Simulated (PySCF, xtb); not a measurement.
CH₉ClOSi₃, SMILES [Si@H]([SiH3])(O[SiH2]C)Cl.

xtb 6.7.1 with GFN2-xTB at its own geometry gives an orbital gap of 4.31 eV and a dipole moment of 2.10 D.

The structure is a stationary point at PBE-D3(BJ)/def2-SVP. The structure was generated by enumeration; whether it is a known compound was not checked. Other conformers were not sampled.

### Question
What does PBE/def2-TZVP (PySCF) give? (The exact figures need the calculation; the answer reports its results.)

### Answer
gap 5.44 eV (levels -6.72 and -1.28 eV), dipole 1.87 D.
